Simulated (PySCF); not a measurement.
**`C[C@@H]1B(O)OC=CC1=O`, C₅H₇BO₃**

Molfile (atoms numbered from 1):
```
C5H7BO3
     RDKit          3D

 16 16  0  0  0  0  0  0  0  0999 V2000
   -1.6466   -1.1036    0.2257 C   0  0  0  0  0  0  0  0  0  0  0  0
   -0.4111   -0.2211    0.4264 C   0  0  2  0  0  0  0  0  0  0  0  0
   -0.4022    1.1864   -0.3504 B   0  0  0  0  0  0  0  0  0  0  0  0
   -1.4909    1.8635   -0.7358 O   0  0  0  0  0  0  0  0  0  0  0  0
    0.8039    1.7936   -0.6070 O   0  0  0  0  0  0  0  0  0  0  0  0
    1.9532    1.1460   -0.3562 C   0  0  0  0  0  0  0  0  0  0  0  0
    2.0566   -0.1307    0.0275 C   0  0  0  0  0  0  0  0  0  0  0  0
    0.8772   -0.9916    0.1907 C   0  0  0  0  0  0  0  0  0  0  0  0
    0.9357   -2.2002    0.1495 O   0  0  0  0  0  0  0  0  0  0  0  0
   -1.4941   -2.0638    0.7129 H   0  0  0  0  0  0  0  0  0  0  0  0
   -2.5343   -0.6360    0.6477 H   0  0  0  0  0  0  0  0  0  0  0  0
   -1.8134   -1.2892   -0.8332 H   0  0  0  0  0  0  0  0  0  0  0  0
   -0.3519    0.0399    1.4958 H   0  0  0  0  0  0  0  0  0  0  0  0
   -2.3357    1.4407   -0.5839 H   0  0  0  0  0  0  0  0  0  0  0  0
    2.8206    1.7677   -0.5442 H   0  0  0  0  0  0  0  0  0  0  0  0
    3.0254   -0.5927    0.1232 H   0  0  0  0  0  0  0  0  0  0  0  0
  1  2  1  0
  2  3  1  0
  3  4  1  0
  3  5  1  0
  5  6  1  0
  6  7  2  0
  7  8  1  0
  8  9  2  0
  8  2  1  0
  1 10  1  0
  1 11  1  0
  1 12  1  0
  2 13  1  1
  4 14  1  0
  6 15  1  0
  7 16  1  0
M  END
```

The calculation used PySCF 2.14.0, GIAO PBE/pcSseg-1 magnetisability, rotational g tensor and spin-rotation constants, non-relativistic, gas phase. Geometry: GFN2-xTB.

Task: Give the nuclear spin-rotation constants along the inertial axes (H = +C I·J) beside the isotropic shieldings.

Result: Rotational constants 2.2162, 1.7717, 1.0180 GHz. A star marks the isotopologue with that one atom substituted, in its own axes.
```tsv
atom	isotope	Caa (kHz)	Cbb (kHz)	Ccc (kHz)	mean (kHz)	σ (ppm)
B3	11B	0.601	0.598	0.205	0.468	64.1
H10	1H	0.008	-0.139	-0.105	-0.078	29.3
H11	1H	-0.139	-0.098	-0.095	-0.111	31.0
H12	1H	-0.260	-0.183	0.010	-0.144	31.1
H13	1H	-0.240	-0.212	0.038	-0.138	29.3
H14	1H	-0.265	0.128	-0.132	-0.089	26.3
H15	1H	-0.230	0.196	-0.105	-0.046	24.2
H16	1H	0.033	-0.023	-0.132	-0.040	26.1
C1	13C*	0.299	0.245	0.122	0.222	175.5
C2	13C*	0.430	0.345	0.172	0.316	140.1
O4	17O*	-0.299	-0.540	-0.084	-0.308	181.9
O5	17O*	-0.730	-0.541	-0.043	-0.438	120.5
C6	13C*	0.776	0.928	0.226	0.644	20.1
C7	13C*	0.771	0.663	0.178	0.538	65.2
C8	13C*	1.030	0.965	0.257	0.750	-15.1
O9	17O*	-1.944	-1.231	-0.149	-1.108	-304.1
```
For the geometry as given, no vibrational averaging.
